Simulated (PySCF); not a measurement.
**Electron correlation in Rh²⁺ (rhodium, charge +2)**

[Kr] 4d6 5p1, one real determinant (an excited configuration). Computed with PySCF 2.14 in def2-QZVPPD with the def2 core potential (28 electrons), with a scalar-relativistic core potential. Frozen: 4s2 4p6; 7 electrons correlated.

```json
{"level": "CCSD", "correlation energy (mhartree)": "-138.88"}
{"level": "(T)", "correlation energy (mhartree)": "-3.71"}
{"level": "CCSD(T)", "correlation energy (mhartree)": "-142.59"}
```

Diagnostics: T1 = 0.0071, D1 = 0.0260, largest double amplitude 0.076.

Task: Is a single reference adequate?

Result: Mostly. T1 lies below 0.03, but a double amplitude of this size points to a near-degeneracy that CCSD handles and MP2 describes poorly.

The reference is one real determinant that mixes LS terms of this configuration.
